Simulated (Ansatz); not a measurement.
Species: C₈H₄O₂, SMILES `O=c1ccc2c(=O)ccc1=2` with one electron removed (charge 1, multiplicity 2).

Question: Give a relaxed geometry from PBE-D3(BJ)/def2-SVP (Ansatz, a program for electronic structure).

Answer: the end point of this relaxation (outside a Z-matrix the atoms follow the SMILES, hydrogens last).
Z-matrix (Å, degrees):
```
C
C 1 1.4016
C 2 1.4357 1 111.75
C 3 1.3925 2 108.10 1 0.00
H 3 1.1000 4 126.63 2 180.00
H 4 1.1002 3 127.38 5 0.00
C 1 1.4357 2 111.75 3 -180.00
C 7 1.3925 1 108.10 2 0.00
H 7 1.1000 8 126.63 1 -180.00
H 8 1.1002 7 127.38 9 0.00
C 1 1.5214 2 107.14 3 0.00
O 11 1.2083 1 128.57 2 180.00
C 2 1.5214 1 107.14 7 0.00
O 13 1.2083 2 128.57 1 -180.00
```
